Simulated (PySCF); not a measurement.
C6H12O2, charge -1, doublet, at a GFN2-xTB geometry (a state made from the parent by changing its charge; the spin is typed, not shown lowest). Base run: PySCF with MP2/3-21G.

The PySCF input:
```python
from pyscf import gto, scf, mp

mol = gto.M(
    atom='''
C    -3.50963689    0.91677573    0.05501106
C    -2.49487882   -0.20562422   -0.14013863
C    -1.09583090    0.32582862   -0.43189966
C    -0.06945154   -0.80683821   -0.61399842
O     1.20215660   -0.33451865   -0.89358246
C     2.14255563   -0.34626441    0.28036348
C     2.73275198    1.05554187    0.39860967
O     1.78949887   -1.01872684    1.31716938
H    -3.57361261    1.53237041   -0.84101340
H    -4.50083218    0.51639959    0.26870547
H    -3.21054204    1.55474443    0.88428704
H    -2.45809723   -0.82324655    0.76027832
H    -2.81742639   -0.84642638   -0.96654299
H    -0.75675479    0.95400089    0.39387310
H    -1.10992386    0.94046251   -1.33738308
H    -0.01508485   -1.39994624    0.31601518
H    -0.39695434   -1.46497224   -1.43892527
H     2.01658639    1.80702187    0.77903974
H     3.07699921    1.39196744   -0.58078777
H     3.57934197    1.02707201    1.08607352
''',
    basis='3-21g',
    charge=-1,
    spin=1,
    verbose=4,
)

mf = scf.UHF(mol)
mf.kernel()

pt = mp.MP2(mf, frozen=8)
pt.kernel()
print('E(MP2) = %.10f' % pt.e_tot)
```

The base run was repeated with changes; each row names its change, and settings that it needs were set with it.

```csv
change,basis functions,E (Eh),MP2 correlation (Eh),SCF-reference HOMO (eV),core-seconds (rough)
base,96,-382.48298,-0.77236,-0.61,6
basis = STO-3G,52,-379.27446,-0.36696,3.47,2
basis = pcseg-0,96,?,?,?,7
basis = 6-31G,96,-384.46876,-0.78270,-1.19,6
basis = 6-31G*,136,-384.96531,-1.12437,-1.03,20
basis = def2-SV(P),136,-384.65217,-1.12303,-1.19,20
```

Task: Fill in the missing entries.

Result: 
- basis = pcseg-0, E (Eh): -383.51627
- basis = pcseg-0, MP2 correlation (Eh): -0.79137
- basis = pcseg-0, SCF-reference HOMO (eV): -1.05

Totals compare only among sets that treat the same electrons; sets with core potentials leave the core out.

Open shells are given as the SCF converged; they aren't shown to be the lowest states, and a large step between rows can be another state.
